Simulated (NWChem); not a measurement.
Molecule: SiNH₃S, singlet; SMILES [Si](S)N

```xyz
6

Si    -0.7025    -0.6302     0.0000
N      0.7659    -1.5241     0.0000
H      0.7433    -2.5385     0.0000
H      1.7175    -1.1672     0.0000
S      0.1941     1.3487     0.0000
H     -0.9908     1.9945     0.0000
```
Atoms are numbered in this order, from 1.

All runs: NWChem. Low-valent species are run as closed-shell singlets; no triplet was tried in these runs. All runs use the structure optimised with PBE0/def2-SVP. Level: PBE0/def2-SVP with SMD (1 M gas to 1 M solution), gas-phase geometry. Reactions with the solvent are ignored.

Question: What does the run give for solvent water? Quantities: solvation free energy (kcal/mol); cavity-dispersion-structure term (kcal/mol); dipole in solution (D).

Answer: 
```
Quantity                                     Result
-------------------------------------------  ------
solvation free energy (kcal/mol)               -3.5
cavity-dispersion-structure term (kcal/mol)     1.7
dipole in solution (D)                         2.05
```
